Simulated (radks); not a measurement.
Results of a calculation; reference values are marked as such.
Question: Successive ionisation energies (eV) of one element, from differences of total energies of ions in their ground configurations, starting at charge 0: 7.554, 22.304, 36.403, 51.919, 68.620, 86.362, 105.03, 124.61, 144.92, 166.00. Level of theory: scalar-relativistic Kohn-Sham, SCAN, spin-unpolarised, spherical densities, finite nucleus; meta-GGA in the generalised Kohn-Sham scheme; Fermi nuclear charge, rms radius 4.5454 fm (a radial shooting solver on a logarithmic mesh with Libxc functionals). Which element is it?

Answer: Silver (Z = 47). The first species listed is Ag in [Kr] 4d10 5s1, the last Ag9+ in [Kr] 4d2.
